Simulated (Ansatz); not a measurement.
Question: Name a neutral molecule of Al, F, N and H with LUMO energy (PBE/def2-TZVPP) between -0.80 and -0.50 eV and size of the dipole moment (PBE/def2-TZVPP) between 0.00 and 0.30 D (Ansatz, PBE0-D4/def2-TZVP geometry).

Answer: `[F][Al@H-]1[NH2+][Al@H-]([F])[NH2+]1` (-0.65 eV, 0.00 D). Other molecules can fit too; these were computed, each in one conformer that needn't be the lowest.
